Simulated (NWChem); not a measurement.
System: 1,3,5-triazine (C3H3N3); SMILES n1cncnc1

All runs: NWChem. Geometry: optimised at B3LYP/6-31G* (spherical d). Level MN15/def2-SVP: energy and gradient on several grids; changes count from the extra-fine grid, which is no exact limit either.

```
grid     size of the energy change (μHa)  largest change of a gradient component (μHa/bohr)
-------  -------------------------------  -------------------------------------------------
xcoarse                            40000                                               2000
coarse                               100                                                200
medium                                90                                                 60
fine                                < 10                                               < 30
xfine                               < 10                                               < 30
```
